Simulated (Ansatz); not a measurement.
Geometry optimisation, RKS revPBE/def2-SVP in Ansatz.

Input:

```yaml
crystal:
  periodic: [false, false, false]
  atoms:
    - { symbol: Si, position_ang: [0.20411, 1.54847, -0.00181] }
    - { symbol: C, position_ang: [-0.43849, 0.12354, 1.09222] }
    - { symbol: O, position_ang: [-0.32107, -1.13632, 0.441] }
    - { symbol: Ga, position_ang: [0.17304, -1.90538, -1.00896] }
    - { symbol: H, position_ang: [-0.58463, 1.55772, -1.24324] }
    - { symbol: H, position_ang: [0.0334, 2.79045, 0.75281] }
    - { symbol: H, position_ang: [1.62044, 1.28676, -0.29894] }
    - { symbol: H, position_ang: [-1.49292, 0.27194, 1.35162] }
    - { symbol: H, position_ang: [0.11829, 0.06788, 2.03467] }
    - { symbol: H, position_ang: [0.75408, -1.19032, -2.26569] }
    - { symbol: H, position_ang: [-0.54895, -2.04987, 0.74695] }
basis:
  gaussian: { orbitals: def2-SVP }
hamiltonian:
  xc: revpbe
relax:
  f_tol: 0.02
  max_steps: 50
```

Launched with:

```bash
$ ansatz run input.yaml --threads 2 --pin off --max-ram 3072MiB --backend cpu --events-out ev --progress --plain --runs-dir out
```

Task: Where does it end, and by what steps?

Result: It converged. After 13 steps the energy has fallen by 2.272 eV; H10 moved furthest, 0.74 Å.

```
step  energy less start (eV)  largest force component (eV/Å)  accepted
   0                  0.0000                           5.459       yes
   1                 -1.1837                           3.309       yes
   2                 -1.8420                           1.544       yes
   3                 -2.1461                           1.099       yes
   4                 -2.2407                           0.298       yes
   5                 -2.2527                           0.373       yes
   6                 -2.2608                           0.229       yes
   7                 -2.2662                           0.077       yes
   8                 -2.2690                           0.103       yes
   9                 -2.2712                           0.109       yes
  10                 -2.2720                           0.063       yes
  11                 -2.2721                           0.029       yes
  12                 -2.2721                           0.035       yes
  13                 -2.2721                           0.008       yes
```

```xyz
11
Properties=species:S:1:pos:R:3
Si 0.240 1.420 -0.143
C -0.425 0.043 1.039
O -0.380 -1.308 0.521
Ga 0.311 -2.259 -1.441
H -0.592 1.623 -1.373
H 0.024 2.629 0.750
H 1.711 1.331 -0.417
H -1.474 0.320 1.298
H 0.169 0.113 1.980
H 0.668 -0.620 -1.799
H -0.735 -1.927 1.186
```

Run time: 20 s on 2 threads of Intel(R) Xeon(R) 6975P-C (Granite Rapids) (shared host), peak memory 0.17 GiB.
